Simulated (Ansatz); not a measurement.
Energy needed to pull apart GeBrF (SMILES [F][Ge][Br]), closed shell, into free ground-state atoms, from the structure below (displaced at random from a GFN2-xTB minimum); no zero-point or spin–orbit terms; open-shell atoms are treated unrestricted, in their ground-state multiplicity.

F1  (-0.831, 1.355, -0.254)
Ge2  (-0.760, -0.524, -0.454)
Br3  (1.427, -1.018, 0.657)
(Å)

Ansatz 0.2.0; basis: def2-TZVPP; cores frozen in the correlated methods. Filled d shells of the heavier atoms are correlated. The def2 sets are not built for correlating such inner shells, so the correlated values are less sure here.

```json
{"method": "PBE-D4", "atomization energy (eV)": "9.46"}
{"method": "r2SCAN-D4", "atomization energy (eV)": "9.02"}
{"method": "PBE0-D4", "atomization energy (eV)": "8.80"}
{"method": "BHLYP-D4", "atomization energy (eV)": "8.20"}
{"method": "wB97X-V", "atomization energy (eV)": "8.89"}
{"method": "wB97M-V", "atomization energy (eV)": "8.80"}
{"method": "HF", "atomization energy (eV)": "?"}
{"method": "MP2", "atomization energy (eV)": "8.96"}
{"method": "CCSD", "atomization energy (eV)": "?"}
{"method": "CCSD(T)", "atomization energy (eV)": "8.51"}
```

(1) What does CCSD give? (An estimate is asked for; the value comes from the calculation.)

(2) What does HF give? (To be estimated.)

T1 diagnostic: at most 0.015.

## Answers

(1) By the calculation: 8.19 eV, which is about 0.32 eV less than CCSD(T)/def2-TZVPP.

(2) Computed: 5.58 eV, which is about 2.94 eV less than CCSD(T)/def2-TZVPP.

In triple zeta the MP2 and coupled-cluster atomization energies are still short of their basis limit by a few kcal/mol a bond, whereas those of the functionals are nearly converged, so these differences are not deviations from converged CCSD(T).

For scale, one of the runs: CCSD(T)/def2-TZVPP forces, 127 basis functions (an equivalent command: `ansatz run in.yaml --threads 4`). Hardware: 4 CPU threads, shared host. Wall time 74 s; peak host memory 0.95 GiB.
